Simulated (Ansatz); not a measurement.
Basis-set series for `BN[CH]1[CH2][AlH]1`. The species carries charge 0 and has multiplicity 1. The structure was optimised at the PBE0-D4/def2-TZVP level. It is one conformer, not always the lowest.

```tsv
functional	basis	functions	energy (Eh)	HOMO (eV)	LUMO (eV)
PBE0-D4	def2-SVP	109	-401.91642	-5.70	-0.68
PBE0-D4	def2-QZVPP	508	-402.19219	-5.74	-0.91
ωB97M-V	def2-SVP	109	-402.11893	-7.84	1.21
ωB97M-V	def2-QZVPP	508	-402.40204	-7.90	0.66
```

Q: Give the rows for def2-TZVPP. (An estimate is asked.)

A: Computed: 
```csv
functional,basis,functions,energy (Eh),HOMO (eV),LUMO (eV)
PBE0-D4,def2-TZVPP,264,-402.17540,-5.73,-0.85
ωB97M-V,def2-TZVPP,264,-402.38598,-7.89,0.91
```

Positive LUMOs are unbound and depend on the basis.
